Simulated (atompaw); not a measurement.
# He (Z = 2) PAW (atompaw): all-electron and pseudo phase curves

```json
{"Element": "helium (He)", "Generator": "atompaw 4.2.0.5", "Type": "PAW", "Functional": "LDA (PW92)", "Relativity": "non-relativistic", "Frozen core": "none", "Valence charge": "2", "Reference configuration": "1s2", "Partial waves": "1s (bound): rc 0.80 bohr; 1s channel at 0.6 Ry: rc 0.80 bohr; 2p channel at 0.4 Ry: rc 0.70 bohr; 2p channel at 2.2 Ry: rc 0.70 bohr", "Local potential": "bessel scheme, radius 0.75 bohr", "Core correction": "none", "Augmentation charge": "besselshape compensation charge, radius 0.75 bohr; PAW radius 0.80 bohr; waves and projectors: custom rrkj vanderbiltortho"}
```

The phase is arctan(r·u′/u) with u = r·R(r), unwrapped; energies in Ry, scanned from -3 to 5 Ry. A pole is an energy at which the radial function vanishes at the test radius. The pseudo phase is shifted by a multiple of π to meet the all-electron one at the reference energy, and phase errors are pseudo minus all-electron; the curves can meet again beyond the range given. Levels narrower than the energy grid can be missing from the lists of poles.

Q: For each channel, where are the poles, and over which energies does the pseudopotential scatter like the atom?

A:

```
channel  radius (bohr)  reference energy (Ry)  poles, all-electron  poles, pseudo  unbroken range about the reference energy with phases within 0.05 rad  phase error 1 Ry above the reference energy (rad)
      s           0.80                  -1.14                 none           none                                                        the whole range                                             +0.000
      p           0.80                   0.40                 none           none                                                        the whole range                                             +0.000
```

Phases in the p channel:

| E (Ry) | all-electron | pseudo |
| --- | --- | --- |
| -3.00 | 1.100 | 1.100 |
| -2.52 | 1.087 | 1.087 |
| -2.04 | 1.072 | 1.072 |
| -1.56 | 1.056 | 1.056 |
| -1.08 | 1.039 | 1.039 |
| -0.60 | 1.021 | 1.021 |
| -0.12 | 1.000 | 1.000 |
| 0.36 | 0.978 | 0.978 |
| 0.84 | 0.954 | 0.954 |
| 1.32 | 0.927 | 0.927 |
| 1.80 | 0.898 | 0.898 |
| 2.28 | 0.866 | 0.866 |
| 2.76 | 0.829 | 0.829 |
| 3.24 | 0.789 | 0.789 |
| 3.72 | 0.743 | 0.743 |
| 4.20 | 0.692 | 0.692 |
| 4.68 | 0.634 | 0.634 |
